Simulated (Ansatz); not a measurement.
Program: Ansatz. Geometries: PBE0-D4/def2-TZVP. ΔE: electronic, gas phase. CCSD(T)/CBS adds triple-zeta CCSD(T) − MP2 to the extrapolated MP2 energy (def2 sets, frozen cores). This one scheme is used for every species. Functionals use def2-TZVPP. Elements past krypton have def2 core potentials. For Br, In outer-core shells are correlated without core-valence functions, which leaves a few kJ/mol of doubt a bond. Scalar relativity is left out up to krypton. One conformer a species, not always the lowest.

Consider the ligand exchange at the In–Br bond: `[SH][In]([Br])[Br]` + NH₃ → `[NH2][In]([SH])[Br]` + HBr.

Is it downhill or uphill in electronic energy at CCSD(T)/CBS, and by how much? (Estimate.)

Computed: Uphill: ΔE = +120.6 kJ/mol.

What do these levels give: PBE0-D4, r2SCAN0-D4, CAM-B3LYP-D4, RPA@PBE/def2-TZVPP, HF/def2-QZVPP, HF/CBS(def2)? (Estimate.)

Computed: PBE0-D4 125.9, r2SCAN0-D4 128.6, CAM-B3LYP-D4 119.3, RPA@PBE/def2-TZVPP 110.7, HF/def2-QZVPP 139.7, HF/CBS(def2) 139.7 kJ/mol.

What do rigid-rotor, harmonic-oscillator terms from PBE0-D4/def2-TZVP frequencies (298.15 K, 1 bar) make of the CCSD(T)/CBS value? (Best estimate.)

Ansatz gave: ΔZPE = -10.8 kJ/mol, ΔH = +109.6 kJ/mol, ΔS = -3 J/(mol·K), ΔG = +110.5 kJ/mol.

Largest T1 diagnostic among the species: 0.012.

In def2-TZVPP, CCSD(T) changes the Hartree–Fock value by −23.7 kJ/mol (the triples alone add −2.2 kJ/mol) and MP2 by −21.5 kJ/mol. From PBE to PBE0 (25 % exact exchange), in def2-TZVPP and without D4, ΔE moves by +6.4 kJ/mol. Leaving LDA and LC-ωPBE aside and taking each functional with its dispersion term where it has one, the values, not all of them listed here, spread over 14.3 kJ/mol, from BLYP-D4 to BHLYP-D4. LDA lies −7.7 kJ/mol from PBE without D4.
